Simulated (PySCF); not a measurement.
# Electron correlation in Eu²⁺ (europium, charge +2)

[Xe] 4f7, high-spin 8S determinant. Computed with PySCF 2.14 in cc-pVDZ-X2C (8s7p5d3f1g, 84 functions), with the spin-free X2C one-electron Hamiltonian (Gaussian nucleus). Frozen: [Kr] 4d10; 15 electrons correlated.

| level | correlation energy (mhartree) |
| --- | --- |
| CCSD | -411.72 |
| (T) | -12.30 |
| CCSD(T) | -424.02 |

Diagnostics: T1 = 0.011, D1 = 0.0221, largest double amplitude 0.021.

Cost of the coupled-cluster step: about 30 core-seconds, for 15 correlated electrons.
